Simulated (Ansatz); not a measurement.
A nudged elastic band was laid between two geometries of BrH₃O₂Zn (7 atoms, charge 0, multiplicity 1).

Computed with Ansatz, RKS BLYP/def2-mTZVP.

| Property | Result |
| --- | --- |
| movable images | 9 |
| climbing image | yes |
| spring | 5.0 eV/Å² |
| optimiser | quadratic models (default) |
| start path | through a guess of the saddle point |
| force threshold | 0.05 eV/Å |
| iteration limit | 60 |
| end points | relaxed |

First end point:

```xyz
7
Properties=species:S:1:pos:R:3
Zn -0.012 -1.009 -0.045
Br 0.368 -1.496 -2.271
O -0.513 -1.277 1.690
H 0.388 1.331 -1.284
O 0.318 1.253 -0.308
H -0.101 -0.611 2.276
H -0.448 1.809 -0.057
```

Last end point:

```xyz
7
Properties=species:S:1:pos:R:3
Zn -0.202 -0.113 0.951
Br 0.627 -0.389 -3.275
O -0.643 -1.296 2.223
H 0.461 0.291 -1.945
O 0.234 0.996 -0.422
H -0.071 -1.214 3.013
H -0.406 1.725 -0.545
```

Task: Which bonds break or form, and what moves?

Result: Bonds broken: Zn1–Br2, H4–O5. Bonds formed: Br2–H4. BrH3O2Zn becomes BrH + H2O2Zn.

Task: Give the energies along the band, and the barrier.

Result: It converged. The highest image is number 7 of 0 to 10, 118.2 kJ/mol above the first end and 2.4 kJ/mol above the last; the last end lies 115.8 kJ/mol above the first. A vibrational analysis at the climbing image gives one clearly imaginary mode, 46i cm⁻¹: a first-order saddle point. The orbitals stay closed-shell, which can raise the energy where a bond breaks towards radicals; this wasn't checked here.

```json
{"image": "0", "path coordinate (Å)": "0.00", "energy (kJ/mol)": "0.0", "Zn1–Br2 (Å)": "2.31", "H4–O5 (Å)": "0.98", "Br2–H4 (Å)": "2.99"}
{"image": "1", "path coordinate (Å)": "0.33", "energy (kJ/mol)": "1.0", "Zn1–Br2 (Å)": "2.32", "H4–O5 (Å)": "0.98", "Br2–H4 (Å)": "2.79"}
{"image": "2", "path coordinate (Å)": "0.66", "energy (kJ/mol)": "4.7", "Zn1–Br2 (Å)": "2.33", "H4–O5 (Å)": "0.99", "Br2–H4 (Å)": "2.59"}
{"image": "3", "path coordinate (Å)": "0.99", "energy (kJ/mol)": "13.2", "Zn1–Br2 (Å)": "2.37", "H4–O5 (Å)": "1.00", "Br2–H4 (Å)": "2.36"}
{"image": "4", "path coordinate (Å)": "1.33", "energy (kJ/mol)": "36.2", "Zn1–Br2 (Å)": "2.53", "H4–O5 (Å)": "1.02", "Br2–H4 (Å)": "2.11"}
{"image": "5", "path coordinate (Å)": "1.66", "energy (kJ/mol)": "76.7", "Zn1–Br2 (Å)": "2.83", "H4–O5 (Å)": "1.08", "Br2–H4 (Å)": "1.92"}
{"image": "6", "path coordinate (Å)": "1.99", "energy (kJ/mol)": "111.2", "Zn1–Br2 (Å)": "3.12", "H4–O5 (Å)": "1.26", "Br2–H4 (Å)": "1.72"}
{"image": "7", "path coordinate (Å)": "2.32", "energy (kJ/mol)": "118.2", "Zn1–Br2 (Å)": "3.38", "H4–O5 (Å)": "1.56", "Br2–H4 (Å)": "1.55"}
{"image": "8", "path coordinate (Å)": "2.72", "energy (kJ/mol)": "117.3", "Zn1–Br2 (Å)": "3.76", "H4–O5 (Å)": "1.66", "Br2–H4 (Å)": "1.52"}
{"image": "9", "path coordinate (Å)": "3.13", "energy (kJ/mol)": "116.2", "Zn1–Br2 (Å)": "4.06", "H4–O5 (Å)": "1.68", "Br2–H4 (Å)": "1.51"}
{"image": "10", "path coordinate (Å)": "3.53", "energy (kJ/mol)": "115.8", "Zn1–Br2 (Å)": "4.32", "H4–O5 (Å)": "1.69", "Br2–H4 (Å)": "1.50"}
```

Task: What is the geometry of the highest image?

Result: 
```xyz
7
Properties=species:S:1:pos:R:3:forces:R:3
Zn -0.099 -0.102 0.692 0.01 0.00 0.00
Br 0.486 -0.855 -2.554 0.00 0.00 0.00
O -0.453 -1.468 1.800 -0.01 -0.01 0.00
H 0.428 0.438 -1.707 0.00 0.00 0.00
O 0.288 1.317 -0.421 -0.01 0.01 -0.01
H -0.187 -1.269 2.719 0.00 0.01 0.00
H -0.462 1.938 -0.530 0.01 0.00 0.00
```

The band took 13 iterations and of the order of 17 core-minutes.

Time of the run: 4.6 min on 4 threads of Arm Neoverse N1 (shared host), peak memory 0.2 GiB.
